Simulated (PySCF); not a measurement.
# C₆ coefficients of unlike pairs at r2SCANh

Calculated with PySCF 2.14 from the dipole response of each species, C₆(A,B) = (3/π) ∫ α_A(iu) α_B(iu) du, in atomic units, from isotropic polarisabilities. For ions this is the dispersion term alone; charge-induced terms of lower order in 1/R come first.

| species | configuration | basis | relativity | α (bohr³) | C₆ (like pair) |
| --- | --- | --- | --- | --- | --- |
| Xe | [Xe] (1S) | def2-TZVPPD with the def2 core potential (28 electrons) (7s6p4d2f) | core potential | 27.75 | 302.8 |
| Pd³⁺ | [Kr] 4d7 (4F) | def2-QZVPPD with the def2 core potential (28 electrons) (7s5p4d4f2g) | core potential | 4.295 | 19.61 |
| Re | [Xe] 4f14 5d5 6s2 (6S) | aug-cc-pwCVDZ-PP with ECP60MDF (6s6p5d3f) | core potential | 70.32 | 839.3 |

(1) Estimate C₆ for Re with Xe.

No spin-orbit coupling is included.

The other pairs:

| pair | C₆ |
| --- | --- |
| Pd³⁺, Xe | 69.63 |
| Re, Pd³⁺ | 99.43 |

Results:

(1) The integral gives 479.3. The combination rule 2 C_A C_B / (C_A α_B/α_A + C_B α_A/α_B) gives 462.7 and the geometric mean 504.2.
